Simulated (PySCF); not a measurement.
H7Si3, SMILES [SiH2][SiH2][SiH3], multiplicity 2.

Geometry: ωB97X-D3(BJ)/def2-SVP. The isomer is the one that the SMILES or the coordinates give; other isomers of the formula were not compared.

Level of theory: TDA-PBE/def2-SVPD (PySCF).

Vertical excitations. The molecule is in vacuum.

```csv
state,energy (eV),λ (nm),f,main pairs
root 1,3.37,367,0.001,β HOMO→LUMO 98 %
root 2,4.05,306,0.004,"α HOMO→LUMO 9 %, β HOMO−1→LUMO 88 %"
root 3,4.14,299,0.002,"α HOMO→LUMO 88 %, β HOMO−1→LUMO 8 %"
root 4,4.50,275,0.001,α HOMO→LUMO+1 94 %
root 5,4.62,268,0.014,"α HOMO→LUMO+2 72 %, β HOMO−2→LUMO 23 %"
root 6,4.65,266,0.002,"α HOMO→LUMO+3 63 %, β HOMO−2→LUMO 35 %"
root 7,4.74,262,0.023,"α HOMO→LUMO+3 31 %, α HOMO→LUMO+2 23 %, β HOMO−2→LUMO 40 %"
root 8,4.85,255,0.002,β HOMO−3→LUMO 94 %
root 9,5.05,245,0.010,α HOMO→LUMO+4 93 %
root 10,5.19,239,0.002,β HOMO−4→LUMO 95 %
```
Unrestricted roots are not spin-pure.
